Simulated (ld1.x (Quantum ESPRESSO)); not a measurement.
# nitrogen (N): one change to a TM potential, before and after

ld1.x (Quantum ESPRESSO) 7.5 input, shortened:

```
&input
   title='N', zed=7., rel=1, dft='WC', iswitch=3,
   config='[He] 2s2 2p3'
 /
 &inputp
   pseudotype=2, tm=.true., lloc=1,
   nlcc=.true., new_core_ps=.true.
 /
2
2S  1  0   2.00   0.00  1.10  1.10  0.0
2P  2  1   3.00   0.00  1.85  1.85  0.0
 &test
   configts(1)='2s2 2p3'
 /
```

All-electron outer shells of the reference configuration (Wu–Cohen, scalar-relativistic, ld1.x):

```
shell  level (eV)  outermost node (bohr)  outermost maximum (bohr)
   1s     -383.97                      –                      0.15
   2s      -18.47                   0.32                      1.02
   2p       -7.05                      –                      0.97
```

Change: local potential all-electron potential smoothed inside 1.35 bohr (lloc = -2).

Cutoffs: the cutoffs (Ry, on a coarse ladder) from which the occupation-weighted sum of valence levels, in a spherical-Bessel basis at the reference potential, stays within 10 and 1 mRy of its value at 400 Ry; they do not see the model core or the augmentation charge, which bear on the density cutoff. Errors are all-electron minus pseudo energies relative to the spin-unpolarised reference configuration.

Q: What does the change do?

A: The potential gets neither clearly harder nor softer (45 Ry and 110 Ry → 45 Ry and 110 Ry); of the 7 tests that both files solve, the error grows in 3 and shrinks in 0 by more than 15 % and 0.3 meV (median size 9.1 → 19.5 meV); neither file shows a bound ghost.

```csv
quantity,base,changed
"cutoff, loose",45 Ry,45 Ry
"cutoff, tight",110 Ry,110 Ry
bound ghosts,none,none
"error for 2s2 2p2, meV [ΔE 13.56 eV]",+9.1,+20
"error for 2s2 2p1, meV [ΔE 42.38 eV]",+208,+220
"error for 2s2 2p0, meV [ΔE 89.37 eV]",+1086,+1000
"error for 2s1 2p4, meV [ΔE 11.43 eV]",-0.5,-0.4
"error for 2s1 2p0, meV [ΔE 167.01 eV]",+1840,+1689
"error for 2s0 2p5, meV [ΔE 22.88 eV]",+1.4,+2.1
"error for 2s2 2p2.5, meV [ΔE 5.08 eV]",-0.8,+2.1
s: phases at 2.01 bohr within 0.05 rad from the reference energy up to (Ry; the scan ends near 5),2.1,2.3
p: phases at 2.01 bohr within 0.05 rad from the reference energy up to (Ry; the scan ends near 5),1.8,2.3
```
